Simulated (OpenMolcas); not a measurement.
d7 ions of charge +3 down a group with 6 fluoride ligands in octahedral coordination

| Item | Value |
| --- | --- |
| Program | OpenMolcas |
| Method | SS-CASPT2, IPEA 0.25 Eh, imaginary shift 0.1 Eh |
| Spin-orbit coupling | RASSI with atomic mean-field integrals over the reference wave functions |

The d shell is active; CASPT2 correlates the ligand valence shells and the outer metal core. Anionic complexes are neutralised by point charges behind the ligands. Distances were set from a Shannon-type radius of the metal (high-spin where two are listed) plus a fixed donor radius (F 1.31 Å). Ligand basis ANO-RCC-VTZP, DKH2 Hamiltonian. States (labels of O, the rotations of Oh). Energies in cm-1 above the lowest state or level, χT in cm3 K/mol; under a threefold ground state the first gap can be a small split of the lowest multiplet, not the spin-orbit step. Spin-only χT is S(S+1) / 2 for the spin of the ground state.

```tsv
Ion	Shell	R (Å)	Metal basis	Outer charge (e at Å behind ligand)	Ground state	First state of that spin	First gap with spin-orbit (degeneracies)	χT at 300 K	First state of another spin	Spin-only χT
Ni3+	3d7	1.91	ANO-RCC-VTZP	0.5 at 3.2	4T1	4T2 12430	480 (2, 4)	3.341	2E 4730	1.875
Pd3+	4d7	2.07	ANO-RCC-VTZP	0.5 at 2.6	2E	2T1 15030	5170 (4, 2)	0.549	4T1 6400	0.375
```

The rows also differ in their outer charges, so part of each step comes from that.

Below the highest spin of the shell: Pd3+. χT departs most from the spin-only value for Ni3+, by +1.466 cm3 K/mol.

Roots that are degenerate in the reference are averaged as groups; the widest CASPT2 spread within a group is 450 cm-1 (the 2-fold group of multiplicity 2 near 67200 cm-1 above the lowest state of its run, Ni3+). Shifts and gaps below about the spread of the groups concerned are not significant. Over all roots computed the reference weight is 0.65 to 0.71 in Ni3+, 0.67 to 0.69 in Pd3+; the roots of lowest weight are the least certain, and an intruder state may touch them. Ligand-to-metal charge-transfer states are missing. With no ligand orbital active B as a rule stays too high, so bands that hang on it stand too high and its fall with covalency is understated. With one d shell and no ligand orbital active, 10Dq can be off by a tenth or more. An orbital triplet at a regular site is open to Jahn-Teller coupling, which can distort the site and quench the lowest spin-orbit gaps and is left out (holds for Ni3+). This shell can be high or low spin here, a state of another spin lies low, and with metal d orbitals alone active their balance is uncertain, so the ground spin may be wrong (holds for Ni3+). A single d shell leaves out the double-shell effect, which counts most for late 3d ions, where the CASPT2 field can be off either way by tens of per cent (holds for Ni3+). These CASPT2 states fit no ligand-field parameters well, so their order and spin gaps are uncertain (holds for Ni3+). Free-ion shares, where given, are those of the reference states; single-state CASPT2 does not remix them (holds for Ni3+). An orbital doublet at a regular site is open to a Jahn-Teller distortion, which this geometry leaves out (holds for Pd3+). This shell can be high or low spin here, a state of another spin lies low, and with metal d orbitals alone active their balance is uncertain, so the ground spin may be wrong, although the usual error favours high spin (holds for Pd3+). The least metal-like active orbital is 80 % on the metal (Löwdin) and no ligand orbital is active, so the numbers are rough (holds for Pd3+). No measured value stands beside these numbers; the geometry is a model, was not optimised and need not be the one that this ion takes.
